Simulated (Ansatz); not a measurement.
A structure relaxed at r2SCAN-D4/def2-SVP in Ansatz, charge 0, singlet:

```xyz
46

V     2.1002   -0.0253   -0.1029
V    -1.4836   -2.5652   -1.3001
V     1.3621   -4.7067    0.5260
V     1.7180    4.1281    0.4418
V    -2.1654    1.7921    0.6741
O     3.0961    5.1728    0.1635
O    -3.4391    1.7886    1.8735
O     0.2447    5.1176    0.8170
O     2.0413    3.1001    1.7465
O    -2.9496    2.9317   -0.4481
O     3.3109    1.1134   -0.6949
O    -1.3353    0.3120    1.1055
O     1.3443    3.2613   -0.8464
O     1.3292    0.7380    1.3595
O    -0.9194    1.6582   -1.1891
O    -0.9831    2.8531    1.3516
O    -3.3604    0.3628   -0.4674
O     2.2771   -3.6204    1.4809
O    -1.9887   -4.2406   -1.3114
O     0.9014   -0.2579   -1.2439
O     2.7969   -1.4251    0.2593
O     0.1925   -2.3858   -2.2086
O    -1.2156   -2.0656    0.2403
O    -2.5251   -1.5636   -2.0047
O     1.5114   -4.2506   -0.9980
O     1.8933   -6.3633    0.7379
O    -0.3570   -4.5716    0.9665
H     3.4612    5.3431   -0.7175
H    -3.5407    0.9764    2.3946
H     0.3032    5.6985    1.5927
H     1.7516    2.0875    1.6799
H    -2.6943    2.8390   -1.3812
H     2.8889    1.8528   -1.1723
H    -1.3455   -0.6469    0.7388
H    -0.2251    2.3526   -1.1540
H     0.3465    0.6333    1.4506
H    -0.3609    0.8363   -1.2677
H    -0.8102    3.8094    1.1316
H    -4.0778    0.8263   -0.9213
H     2.5926   -2.7524    1.0593
H    -1.5939   -4.7232   -0.5467
H     0.5894   -1.4418   -1.8726
H    -3.0219   -0.3357   -1.1045
H     0.8281   -3.0986   -1.8933
H     2.2074   -6.8947   -0.0091
H    -0.6962   -3.6498    1.0644
```

(1) Give its formula.

(2) Summarise the bond lengths by kind (pairs closer than 1.2 times the sum of covalent radii, bridged metal pairs left out).

Answers

(1) V₅O₂₂H₁₉.

(2) 22 × O–V 1.60 to 2.25 Å; 19 × H–O 0.97 to 1.08 Å.

Single mean-field runs in def2-SVP are fitted with def2-universal-jkfit. In the singlet geometry the species has come apart into loosely held pieces. The relaxation made no stability test and no search for a lower SCF solution.
